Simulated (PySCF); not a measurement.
The same groups moved round the core (phenanthrene mercapto). Isolated molecules, 0 K electronic values unless said otherwise. One relaxed conformer stands for each flexible species; it need not be the lowest. Strings in code marks are SMILES.

The S1 excitation (TDA) from two functionals at the same geometries (PBE0-D4/def2-SVP), both in PySCF: PBE-D3(BJ)/def2-SVP and B3LYP-D3(BJ)/def2-SVP. B3LYP has the VWN-RPA correlation part, as in Gaussian. Excitations are Tamm–Dancoff values on a coarser integration grid. The basis has no diffuse functions, so Rydberg states are missing or too high.

| species | B3LYP-D3(BJ)/def2-SVP (eV) |
|---|---|
| `c1(S)c2ccccc2c2ccccc2c1` (H–S–C–C torsion 128°) | 3.91 |
| `c1cc(S)cc2ccc3c(c12)cccc3` (H–S–C–C torsion 0°) | 3.79 |
| `Sc1ccc2ccc3ccccc3c2c1` (H–S–C–C torsion 180°) | 3.82 |

**Question.** What does PBE-D3(BJ)/def2-SVP give for each?

**Answer.** 
- `c1(S)c2ccccc2c2ccccc2c1` (H–S–C–C torsion 128°): 3.44
- `c1cc(S)cc2ccc3c(c12)cccc3` (H–S–C–C torsion 0°): 3.32
- `Sc1ccc2ccc3ccccc3c2c1` (H–S–C–C torsion 180°): 3.40
Over these rows, drawn at random from the members with no instability flagged (it was tested for open shells, ions and some series alone), PBE minus B3LYP-D3(BJ): mean -0.45 eV, from -0.47 eV to -0.42 eV.
